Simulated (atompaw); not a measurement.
**Fe: variants of one PAW (atompaw) potential**

Base potential:

- Element: iron
- Generator: atompaw 4.2.0.5
- Type: PAW
- Functional: PBE
- Relativity: scalar-relativistic
- Frozen core: [Ne]
- Valence charge: 16
- Reference configuration: 3s2 3p6 3d6 4s2 4p0
- Partial waves: 3s (bound): rc 1.00 bohr; 4s (bound): rc 1.70 bohr; 3p (bound): rc 1.40 bohr; 4p (bound, empty): rc 1.70 bohr; 3d (bound): rc 1.70 bohr; 3d channel at 0.5 Ry: rc 1.70 bohr
- Local potential: bessel scheme, radius 1.30 bohr
- Core correction: smooth core density matched at 0.85 bohr
- Augmentation charge: besselshape compensation charge, radius 1.35 bohr; PAW radius 1.70 bohr; waves and projectors: custom rrkj vanderbiltortho

All-electron outer shells of the reference configuration (PBE, scalar-relativistic, ld1.x):

| shell | level (eV) | outermost node (bohr) | outermost maximum (bohr) |
| --- | --- | --- | --- |
| 2s | -819.73 | 0.08 | 0.22 |
| 2p | -698.45 | – | 0.18 |
| 3s | -94.02 | 0.33 | 0.70 |
| 3p | -60.04 | 0.30 | 0.72 |
| 3d | -7.50 | – | 0.71 |
| 4s | -5.29 | 1.00 | 2.41 |
| 4p | -1.33 | 1.10 | 3.33 |

Cutoffs, loose and tight: the cutoffs (Ry, on a coarse ladder) from which the occupation-weighted sum of valence levels, in a spherical-Bessel basis at the reference potential, stays within 10 and 1 mRy of its value at 400 Ry. They see the waves, projectors and local potential, not the compensation charge or the core. A dash means not determined.

```tsv
change	outcome	cutoff, loose	cutoff, tight	bound ghosts
base	generated	55 Ry	100 Ry	none
wave 3s (bound): rc 1.00 bohr becomes 3s (bound): rc 0.88 bohr	generated	60 Ry	100 Ry	none
wave 3s (bound): rc 1.00 bohr becomes 3s (bound): rc 1.14 bohr	generated	50 Ry	90 Ry	none
wave 3s (bound): rc 1.00 bohr becomes 3s (bound): rc 1.22 bohr	generated	50 Ry	90 Ry	none
wave 3s (bound): rc 1.00 bohr becomes 3s (bound): rc 1.30 bohr	generated	50 Ry	90 Ry	none
wave 3s (bound): rc 1.00 bohr becomes 3s (bound): rc 1.38 bohr	generated	50 Ry	90 Ry	none
wave 3s (bound): rc 1.00 bohr becomes 3s (bound): rc 1.50 bohr	generated	50 Ry	80 Ry	none
wave 3s (bound): rc 1.00 bohr becomes 3s (bound): rc 1.56 bohr	generated	50 Ry	80 Ry	none
wave 3s (bound): rc 1.00 bohr becomes 3s (bound): rc 1.66 bohr	generated	50 Ry	80 Ry	none
```

(1) What comes out with this change to the base: wave 3s (bound): rc 1.00 bohr becomes 3s (bound): rc 1.04 bohr?

Results:

(1) outcome: generated; cutoff, loose: 55 Ry; cutoff, tight: 90 Ry; bound ghosts: none.
